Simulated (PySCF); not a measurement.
## I₂: energy against distance

Set-up: basis I x2c-TZVPPall; spin-free X2C with a Gaussian nucleus; PySCF 2.14. Energies in eV from I + I in their ground configurations at the same level. State: ¹Σg⁺ (singlet), closed shell.

All columns are r²SCANh.

```json
{"R (Å)": "2.299", "E (eV)": "-0.576", "HOMO (eV)": "-6.40", "LUMO (eV)": "-1.97", "Mayer bond order": "1.40", "⟨S²⟩": "0.00"}
{"R (Å)": "2.406", "E (eV)": "-1.348", "HOMO (eV)": "-6.57", "LUMO (eV)": "-2.65", "Mayer bond order": "1.33", "⟨S²⟩": "0.00"}
{"R (Å)": "2.513", "E (eV)": "-1.758", "HOMO (eV)": "-6.73", "LUMO (eV)": "-3.26", "Mayer bond order": "1.28", "⟨S²⟩": "0.00"}
{"R (Å)": "2.593", "E (eV)": "-1.899", "HOMO (eV)": "-6.83", "LUMO (eV)": "-3.69", "Mayer bond order": "1.24", "⟨S²⟩": "0.00"}
{"R (Å)": "2.673", "E (eV)": "-1.940", "HOMO (eV)": "-6.93", "LUMO (eV)": "-4.08", "Mayer bond order": "1.20", "⟨S²⟩": "0.00"}
{"R (Å)": "2.753", "E (eV)": "-1.906", "HOMO (eV)": "-7.02", "LUMO (eV)": "-4.43", "Mayer bond order": "1.17", "⟨S²⟩": "0.00"}
{"R (Å)": "2.860", "E (eV)": "-1.780", "HOMO (eV)": "-7.12", "LUMO (eV)": "-4.86", "Mayer bond order": "1.14", "⟨S²⟩": "0.00"}
{"R (Å)": "2.994", "E (eV)": "-1.545", "HOMO (eV)": "-7.24", "LUMO (eV)": "-5.32", "Mayer bond order": "1.10", "⟨S²⟩": "0.00"}
{"R (Å)": "3.154", "E (eV)": "-1.207", "HOMO (eV)": "-7.35", "LUMO (eV)": "-5.77", "Mayer bond order": "1.07", "⟨S²⟩": "0.00"}
{"R (Å)": "3.368", "E (eV)": "-0.739", "HOMO (eV)": "-7.46", "LUMO (eV)": "-6.25", "Mayer bond order": "1.04", "⟨S²⟩": "0.00"}
```

These are scalar-relativistic numbers at best; spin–orbit coupling would shift them, the dissociation energy most.
